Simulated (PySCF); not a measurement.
# P (phosphorus, neutral) across methods

[Ne] 3s1 3p4, high-spin 4P determinant (an excited configuration). Calculation: PySCF 2.14, in def2-TZVPPD; no relativity, point nucleus.

```tsv
method	E (hartree)	mean ε 3s α (eV)	mean ε 3p α (eV)	mean ε 3p β (eV)	Σ⟨r²⟩ (bohr²)	⟨S²⟩
TPSSh	-340.9891	-16.808	-7.549	-5.036	31.34	3.757
r2SCAN0	-340.9527	-18.574	-8.566	-5.445	31.47	3.764
B97-3	-340.9175	-17.865	-8.123	-5.457	31.47	3.758
PBE0	-340.8409	-17.856	-8.218	-5.477	31.39	3.757
r2SCAN	-340.9591	-16.626	-7.393	-4.692	31.44	3.763
LDA	-339.6953	-15.574	-6.940	-4.671	31.67	3.756
PBE	-340.8126	-15.578	-6.895	-4.688	31.42	3.755
B3LYP	-340.9859	-17.273	-7.807	-5.441	31.51	3.757
```

Problem. Estimate the same row for UHF.

Solution. E (hartree) = -340.41841; mean ε 3s α (eV) = -24.204; mean ε 3p α (eV) = -11.713; mean ε 3p β (eV) = -6.475; Σ⟨r²⟩ (bohr²) = 32.08; ⟨S²⟩ = 3.779.
